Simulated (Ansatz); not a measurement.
Reaction (isomerisation): `[SiH3]S/C=C/S` → `C1[SiH2]SCS1`

Isolated molecules relaxed with PBE0-D4/def2-TZVP in Ansatz; ΔE leaves out vibrations. CCSD(T)/CBS adds triple-zeta CCSD(T) − MP2 to the extrapolated MP2 energy (def2 sets, frozen cores). Functionals use def2-TZVPP. Each species was taken in one conformer, which may not be the lowest.

**Question.** Is it downhill or uphill in electronic energy at CCSD(T)/CBS, and by how much? (Best estimate.)

**Answer.** The calculation gave: Downhill: ΔE = -1.15 eV.

**Question.** What do these levels give: ωB97X-V, ωB97M-V, PBE, PBE0, HF/def2-TZVPP, CCSD/CBS(def2)? (Estimate.)

**Answer.** Ansatz gave: ωB97X-V -1.20, ωB97M-V -1.17, PBE -1.04, PBE0 -1.18, HF/def2-TZVPP -0.89, CCSD/CBS(def2) -1.14 eV.

Largest T1 diagnostic among the species: 0.012.

From PBE to PBE0 (25 % exact exchange), in def2-TZVPP and without D4, ΔE moves by −0.13 eV. The D4 term adds −0.10 eV with B3LYP and −0.05 eV with PBE0; it sums over pairs of atoms, weighted by their polarisabilities, and B3LYP, whose exchange is more repulsive, gets the larger term.

B3LYP here is the variant with VWN-RPA as its local correlation; programs differ in this.
